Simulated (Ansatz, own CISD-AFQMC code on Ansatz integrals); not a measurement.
CH2B2, SMILES `B1=CB1` (charge 0, multiplicity 1).

Cartesian coordinates (Å):
```xyz
5

B     -0.3113     1.0856     0.5984
C     -0.8131     0.0180    -0.0774
B      0.7751     0.1503     0.1063
H     -1.3609    -0.7605    -0.5820
H      1.7102    -0.4934    -0.2199
```
Charge 0, multiplicity 1.

Frozen-core energies in cc-pVDZ from Ansatz (a program for electronic structure) at a geometry from PBE0-D3(BJ)/def2-TZVP; the HF reference has <S^2> = 0.00 (restricted, and unstable towards unrestricted orbitals) and the T1 diagnostic is 0.018.

| level | energy (Ha) |
|---|---|
| HF | -88.26378 |
| MP2 | -88.55323 |
| CCSD | -88.57739 |

Question: Estimate the energies of CCSD(T), CCSDT, phaseless AFQMC, CISD trial (own CISD-AFQMC code on Ansatz integrals; ±0.40 mHa) and CCSDT(Q), and give each level's difference from CCSDT(Q).

Answer: 
```csv
level,energy (Ha),difference from CCSDT(Q) (mHa)
MP2,-88.55323,43.18
CCSD,-88.57739,19.02
CCSD(T),-88.59438,2.03
CCSDT,-88.59502,1.39
"phaseless AFQMC, CISD trial (own CISD-AFQMC code on Ansatz integrals; ±0.40 mHa)",-88.59520,1.20
CCSDT(Q),-88.59641,0.00
```
